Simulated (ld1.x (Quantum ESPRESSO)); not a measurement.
**An all-electron radial function and its pseudo partner (P)**

Columns: radius, all-electron u(r) and pseudo u(r) of the 3s shell (level -33.92 eV) of phosphorus in the configuration [Ne] 3s2 3p1; LDA (PZ), non-relativistic, TM semilocal scheme, ld1.x (Quantum ESPRESSO) 7.5.

| r (bohr) | all-electron | pseudo |
| --- | --- | --- |
| 0.080 | 0.1877 | 0.0266 |
| 0.160 | -0.0739 | 0.0541 |
| 0.240 | -0.3039 | 0.0834 |
| 0.320 | -0.4077 | 0.1157 |
| 0.400 | -0.3985 | 0.1519 |
| 0.480 | -0.3119 | 0.1930 |
| 0.560 | -0.1806 | 0.2401 |
| 0.640 | -0.0293 | 0.2936 |
| 0.720 | 0.1248 | 0.3538 |
| 0.800 | 0.2711 | 0.4199 |
| 0.880 | 0.4029 | 0.4902 |
| 0.960 | 0.5172 | 0.5621 |
| 1.040 | 0.6126 | 0.6318 |
| 1.120 | 0.6893 | 0.6953 |
| 1.200 | 0.7483 | 0.7490 |
| 1.280 | 0.7909 | 0.7904 |
| 1.360 | 0.8188 | 0.8185 |
| 1.440 | 0.8339 | 0.8338 |
| 1.520 | 0.8378 | 0.8378 |
| 1.600 | 0.8322 | 0.8322 |
| 1.680 | 0.8188 | 0.8188 |
| 1.760 | 0.7991 | 0.7991 |
| 1.840 | 0.7742 | 0.7742 |
| 1.920 | 0.7455 | 0.7455 |
| 2.000 | 0.7139 | 0.7139 |
| 2.080 | 0.6803 | 0.6803 |

Problem. How many radial nodes do the two functions have?

Solution. The all-electron 3s function has n − l − 1 = 2; the pseudo-wave has 0, since the states of the same l below it are removed with the core.

Problem. At about which radius was the pseudo-wave matched?

Solution. 1.60 bohr. The columns agree to 0.0005 from 1.36 bohr on; several derivatives are matched, so the curves merge somewhat inside the radius.

Problem. Is the pseudo-wave norm-conserving?

Solution. Yes: the TM semilocal scheme keeps the norm inside the radius equal to the all-electron one, which fixes the energy derivative of the logarithmic derivative at the level.
